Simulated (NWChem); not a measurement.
System: CH6ClNSi; SMILES C[SiH](N)Cl

Parts of the log:

```
             Northwest Computational Chemistry Package (NWChem) 7.3.0
             --------------------------------------------------------

                             Geometry "geometry" -> ""
                             -------------------------

 Output coordinates in angstroms (scale by  1.889725989 to convert to a.u.)

  No.       Tag          Charge          X              Y              Z
 ---- ---------------- ---------- -------------- -------------- --------------
    1 Si                  14.0000    -0.04949500    -0.37495100     0.39008800
    2 C                    6.0000     1.36138200    -1.41703000    -0.23631200
    3 N                    7.0000    -1.54624900    -1.06376500    -0.09935200
    4 Cl                  17.0000     0.26332100     1.56811500    -0.33741600
    5 H                    1.0000    -0.08239900    -0.24078000     1.87138900
    6 H                    1.0000     1.28129900    -2.44517500     0.14882700
    7 H                    1.0000     1.35990400    -1.45469800    -1.33693000
    8 H                    1.0000     2.32572400    -0.99410500     0.08239400
    9 H                    1.0000    -1.67703600    -1.33728600    -1.06784200
   10 H                    1.0000    -2.41100000    -0.69689300     0.28411100

 Effective nuclear repulsion energy (a.u.)     220.6362835447

                              NWChem Property Module
                              ----------------------

  itol2e modified to match energy
  convergence criterion.

                                 NWChem DFT Module
                                 -----------------

 Summary of "ao basis" -> "ao basis" (spherical)
 ------------------------------------------------------------------------------
       Tag                 Description            Shells   Functions and Types
 ---------------- ------------------------------  ------  ---------------------
 Si                        def2-tzvp                13       37   5s5p2d1f
 C                         def2-tzvp                11       31   5s3p2d1f
 N                         def2-tzvp                11       31   5s3p2d1f
 Cl                        def2-tzvp                13       37   5s5p2d1f
 H                         def2-tzvp                 4        6   3s1p

  itol2e modified to match energy
  convergence criterion.

[...]

          -----------------------
          Electric field gradient
          -----------------------

 1 a.u. = 0.324123 10**(16) esu/cm**3  ( or statvolts/cm**2 ) = 0.97174 10**(22) v/m**2

 ------------------------------------------------------------
   Atom      X         Y         Z
 ------------------------------------------------------------
    1 Si  -0.09353  -0.70855   0.73716
 ------------------------------------------------------------

 Electric field gradient in molecular frame (a.u.)
         XX             YY             ZZ             XY             XZ             YZ
 ------------------------------------------------------------------------------------------
        0.287065      -0.488294       0.201230      -0.199609      -0.093608       0.383349

 Principal components (a.u.) and orientation
 of principal axis w.r.t. absolute frame                      Asymmetry parameter eta
 --------------------------------------------------------------------------------------
       -0.681193       0.508555       0.172639                       0.493129

        0.151325      -0.631541       0.760432
        0.912393       0.385221       0.138362
       -0.380316       0.672875       0.634507

 ------------------------------------------------------------
   Atom      X         Y         Z
 ------------------------------------------------------------
    2 C    2.57264  -2.67780  -0.44656
 ------------------------------------------------------------

 Electric field gradient in molecular frame (a.u.)
         XX             YY             ZZ             XY             XZ             YZ
 ------------------------------------------------------------------------------------------
        0.034713      -0.001287      -0.033426      -0.045028      -0.031277       0.020086

 Principal components (a.u.) and orientation
 of principal axis w.r.t. absolute frame                      Asymmetry parameter eta
 --------------------------------------------------------------------------------------
        0.077640      -0.045911      -0.031729                       0.182675

        0.786688       0.296147       0.541681
       -0.529564      -0.127267       0.838669
       -0.317308       0.946626      -0.056710

 ------------------------------------------------------------
   Atom      X         Y         Z
 ------------------------------------------------------------
    3 N   -2.92199  -2.01022  -0.18775
 ------------------------------------------------------------

 Electric field gradient in molecular frame (a.u.)
         XX             YY             ZZ             XY             XZ             YZ
 ------------------------------------------------------------------------------------------
       -0.320682       0.594018      -0.273336       0.049231       0.115198      -0.531738

 Principal components (a.u.) and orientation
 of principal axis w.r.t. absolute frame                      Asymmetry parameter eta
 --------------------------------------------------------------------------------------
        0.846526      -0.585090      -0.261435                       0.382333

       -0.004274      -0.427921       0.903806
        0.903160       0.386343       0.187192
       -0.429282       0.817082       0.384830

 ------------------------------------------------------------
   Atom      X         Y         Z
 ------------------------------------------------------------
    4 Cl   0.49760   2.96331  -0.63762
 ------------------------------------------------------------

[...]
```

Level: B3LYP/def2-TZVP. Coordinates come from a PBE0/def2-SVP optimisation. NWChem prints the field gradient with the sign opposite to the second derivative of the potential.

Question: Write an input that gives this output.

Answer: Several could match; the one computed here: the input that was run:
```
start job
memory heap 200 mb stack 900 mb global 1100 mb
geometry units angstroms noautosym nocenter noautoz
  Si    -0.049495    -0.374951     0.390088
  C      1.361382    -1.417030    -0.236312
  N     -1.546249    -1.063765    -0.099352
  Cl     0.263321     1.568115    -0.337416
  H     -0.082399    -0.240780     1.871389
  H      1.281299    -2.445175     0.148827
  H      1.359904    -1.454698    -1.336930
  H      2.325724    -0.994105     0.082394
  H     -1.677036    -1.337286    -1.067842
  H     -2.411000    -0.696893     0.284111
end
basis spherical
  * library def2-tzvp
end
dft
  xc b3lyp
  iterations 150
  semidirect filesize 400000000
end
property
  efieldgrad
end
task dft property
```
